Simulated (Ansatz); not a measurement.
Calculated with Ansatz (gas phase, PBE0-D4/def2-TZVP geometries, no zero-point term in ΔE). CBS: MP2 limit from def2 TZ/QZ plus the TZ coupled-cluster correction, frozen cores. This one scheme is used for every species. Functionals use def2-TZVPP. For Se outer-core shells are correlated without core-valence functions, which leaves a few kJ/mol of doubt a bond. Scalar relativity is left out up to krypton. One conformer a species, not always the lowest.

`PP` + `[SeH][SiH2][SeH]` → `P[Se][SiH2][SeH]` + PH₃  (cleavage of the P–P bond)

```csv
level,ΔE (eV)
revPBE-D4,-0.16
BHLYP,-0.17
MP2/def2-TZVPP,-0.22
HF/def2-QZVPP,-0.19
```

Problem. What does CCSD(T)/CBS give? (An estimate is asked.)

Solution. The calculation gave: -0.19 eV. The listed levels differ from it by 0.03, 0.02, -0.03, 0.00 eV.

Problem. What do rigid-rotor, harmonic-oscillator terms from PBE0-D4/def2-TZVP frequencies (298.15 K, 1 bar) make of the CCSD(T)/CBS value? (An estimate is asked.)

Solution. Computed: ΔZPE = 0.00 eV, ΔH = -0.17 eV, ΔS = -1 J/(mol·K), ΔG = -0.17 eV. Modes under 50 cm⁻¹ make the entropy rough.

Largest T1 diagnostic among the species: 0.014.

Leaving LDA and LC-ωPBE aside and taking each functional with its dispersion term where it has one, the values, not all of them listed here, spread over 0.11 eV, from BHLYP-D4 to B97M-V. The D4 term adds −0.05 eV with B3LYP and −0.03 eV with PBE0; it sums over pairs of atoms, weighted by their polarisabilities, and B3LYP, whose exchange is more repulsive, gets the larger term.

B3LYP here is the variant with VWN-RPA as its local correlation; programs differ in this.
